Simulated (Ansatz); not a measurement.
Program: Ansatz. Geometries: PBE0-D4/def2-TZVP. ΔE: electronic, gas phase. CCSD(T)/CBS adds triple-zeta CCSD(T) − MP2 to the extrapolated MP2 energy (def2 sets, frozen cores). One conformer a species, not always the lowest.

`F[Si]1([SiH3])[CH2][AlH]1` + `N[Si](F)(Cl)Cl` → `F[Si]1(Cl)[CH2][AlH]1` + `N[Si](F)([SiH3])Cl`  (redistribution)

```csv
species,SCS-MP2/def2-QZVPP energy (Eh)
`F[Si]1([SiH3])[CH2][AlH]1`,-961.51262
`N[Si](F)(Cl)Cl`,-1364.38924
`F[Si]1(Cl)[CH2][AlH]1`,-1130.45390
`N[Si](F)([SiH3])Cl`,-1195.44566
```

Work out ΔE.

ΔE = (-1130.45390) + (-1195.44566) − (-961.51262) − (-1364.38924) = 0.00230 Eh = +6.0 kJ/mol. CCSD(T)/CBS gives +6.9 kJ/mol.

Largest T1 diagnostic among the species: 0.014.

In def2-TZVPP, CCSD(T) changes the Hartree–Fock value by +3.9 kJ/mol (the triples alone add +0.5 kJ/mol) and MP2 by +4.8 kJ/mol.
